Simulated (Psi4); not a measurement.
Computed with SAPT0/jun-cc-pVDZ, frozen core run with Psi4.

Psi4 input:

```
molecule {
0 1
C -0.76172859 -0.04462204 -0.01178472
C 0.76172860 0.04462200 0.01178430
H -1.16594539 0.31780999 -0.95904175
H -1.10109598 -1.07408812 0.11888505
H -1.20671998 0.55279788 0.78641309
H 1.20674774 -0.55338555 -0.78595744
H 1.16590033 -0.31712278 0.95932360
H 1.10111326 1.07398861 -0.11962213
--
0 1
C 0.26418887 2.79551867 -2.88850041
C 0.07586298 1.52262141 -3.70929741
H 1.31528711 2.95605530 -2.64057996
H -0.08360229 3.67483852 -3.43428713
H -0.29218505 2.74874773 -1.95025301
H 0.63164532 1.56969546 -4.64787984
H -0.97532360 1.36169392 -3.95659062
H 0.42433249 0.64338918 -3.16380231
units angstrom
symmetry c1
no_reorient
no_com
}
set basis jun-cc-pvdz
set scf_type df
set freeze_core true
energy('sapt0')
```

Part of the output:

```
    SAPT Results
  --------------------------------------------------------------------------------------------------------
    Electrostatics                 -0.48113540 [mEh]      -0.30191702 [kcal/mol]      -1.26322081 [kJ/mol]
      Elst10,r                     -0.48113540 [mEh]      -0.30191702 [kcal/mol]      -1.26322081 [kJ/mol]

    Exchange                        1.49712955 [mEh]       0.93946297 [kcal/mol]       3.93071308 [kJ/mol]
      Exch10                        1.49712955 [mEh]       0.93946297 [kcal/mol]       3.93071308 [kJ/mol]
      Exch10(S^2)                   1.49595233 [mEh]       0.93872426 [kcal/mol]       3.92762230 [kJ/mol]

    Induction                      -0.10906388 [mEh]      -0.06843862 [kcal/mol]      -0.28634717 [kJ/mol]
      Ind20,r                      -0.17281057 [mEh]      -0.10844027 [kcal/mol]      -0.45371409 [kJ/mol]
      Exch-Ind20,r                  0.15109208 [mEh]       0.09481171 [kcal/mol]       0.39669220 [kJ/mol]
      delta HF,r (2)               -0.08734539 [mEh]      -0.05481006 [kcal/mol]      -0.22932528 [kJ/mol]

    Dispersion                     -2.01665723 [mEh]      -1.26547152 [kcal/mol]      -5.29473282 [kJ/mol]
      Disp20                       -2.13595544 [mEh]      -1.34033227 [kcal/mol]      -5.60795023 [kJ/mol]
      Exch-Disp20                   0.11929821 [mEh]       0.07486076 [kcal/mol]       0.31321741 [kJ/mol]
      Disp20 (SS)                  -1.06797772 [mEh]      -0.67016614 [kcal/mol]      -2.80397512 [kJ/mol]
      Disp20 (OS)                  -1.06797772 [mEh]      -0.67016614 [kcal/mol]      -2.80397512 [kJ/mol]
      Exch-Disp20 (SS)              0.06746371 [mEh]       0.04233411 [kcal/mol]       0.17712594 [kJ/mol]
      Exch-Disp20 (OS)              0.05183451 [mEh]       0.03252664 [kcal/mol]       0.13609148 [kJ/mol]

  Total HF                          0.90693027 [mEh]       0.56910734 [kcal/mol]       2.38114509 [kJ/mol]
  Total SAPT0                      -1.10972696 [mEh]      -0.69636418 [kcal/mol]      -2.91358773 [kJ/mol]
```
